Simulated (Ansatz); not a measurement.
The cluster Si5O4. The state is a singlet with charge 0. Geometry PBE-D4/def2-SVP, basis def2-TZVP, Ansatz.

```xyz
9

Si   -0.035   -0.419   -2.220
Si    0.378    0.163    2.130
Si   -0.299    2.449   -0.474
Si    0.940   -2.448    0.111
Si   -1.653    0.948    0.680
O     0.270   -1.820   -1.343
O     0.918   -1.090    1.096
O    -0.730    0.627   -1.033
O     0.210    1.590    1.054
```

```json
{"run": "A", "HOMO (eV)": "-5.25", "LUMO (eV)": "-3.16"}
{"run": "B", "HOMO (eV)": "-5.54", "LUMO (eV)": "-2.85"}
{"run": "C", "HOMO (eV)": "-5.05", "LUMO (eV)": "-3.19"}
{"run": "D", "HOMO (eV)": "-5.88", "LUMO (eV)": "-2.41"}
```

Another isomer (singlet) lies 0.72 eV lower at PBE0-D4/def2-TZVP; other spin states weren't run for this one.

Question: The runs used PBE, PBE0, r2SCAN, r2SCANh. Estimate which is which.

Answer: A r2SCAN (0 % exact exchange); B r2SCANh (10 % exact exchange); C PBE (0 % exact exchange); D PBE0 (25 % exact exchange). Exact exchange lowers occupied and raises empty levels; among semilocal functionals meta-GGAs tend to open the gap a little, and such runs are hard to tell apart. The gap grows from 1.86 eV (PBE) to 3.46 eV (PBE0). The restricted singlet is unstable towards broken spin symmetry in Hartree–Fock (as tested in another run); at r2SCAN-D4/def2-TZVP, r2SCANh-D4/def2-TZVP, PBE-D4/def2-TZVP, PBE0-D4/def2-TZVP this wasn't settled.
